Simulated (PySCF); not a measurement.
PySCF input:

```python
from pyscf import gto, scf, dft

mol = gto.M(
    atom='''
    C     2.12769134   -0.26899707   -0.18847768
    Sn    0.02498224   -0.00315842   -0.00221301
    O    -0.98100406   -0.92092891   -1.43232538
    O    -0.50511782    1.89739064   -0.08246076
    O    -0.67544863   -0.70318143    1.70626494
    H     2.38469396   -0.29863783   -1.24476738
    H     2.63034926    0.56477379    0.29612322
    H     2.40624789   -1.20438554    0.29124255
    H    -1.69469070   -1.46299308   -1.07788220
    H    -1.21893377    2.04448428   -0.71304969
    H    -1.23036250   -0.05758046    2.15801946
    ''',
    basis='def2-tzvpd',
    ecp='def2-tzvp',
    charge=0,
    spin=0,
    verbose=4,
)

mf = scf.RHF(mol).density_fit(auxbasis='def2-universal-jkfit')
mf.conv_tol = 1e-9
mf.max_cycle = 100
mf.max_memory = 1500
mf.kernel()
if not mf.converged:
    mf = mf.newton()
    mf.kernel(mf.make_rdm1())
mf.analyze()
```

What final total energy does it print?

-479.48172 Eh (HF/def2-TZVPD).
